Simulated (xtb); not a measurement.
Cu(OH)(PH3) (CuH₄OP), SMILES [Cu]([OH])<-[PH3], multiplicity 1. All values are semi-empirical tight-binding results from xtb (GFN2-xTB unless named), good for trends rather than for accurate numbers. Geometry optimised at GFN2-xTB. The spin state was assumed, not searched. The structure was generated by enumeration; whether it is a known compound was not checked. One conformer was computed; it need not be the lowest.

Optimised geometry:

Bonded distances (Å): Cu1–O2 1.743, Cu1–P4 2.138, O2–H3 0.957, P4–H5 1.381, P4–H6 1.382, P4–H7 1.383. Bond angles (°): O2–Cu1–P4 175.1, Cu1–O2–H3 115.3, Cu1–P4–H5 120.9, Cu1–P4–H6 121.9, Cu1–P4–H7 121.6, H5–P4–H6 95.4, H5–P4–H7 95.2, H6–P4–H7 95.1.
Charge 0, spin multiplicity 1.

For metal compounds this method's bond lengths and energies can be far off.

```
Item                                          Result
-------------------------------------  -------------
orbital gap                                  2.87 eV
zero-point energy                      23.8 kcal/mol
G − E(el) at 298.15 K (modified RRHO)   4.9 kcal/mol
```

Computed atomic charges and the Wiberg bond orders between heavy atoms:
charges (e) Cu1 0.16, O2 -0.62, H3 0.24, P4 0.01, H5 0.07, H6 0.07, H7 0.07. Bond orders Cu1–O2 0.94, Cu1–P4 0.86.
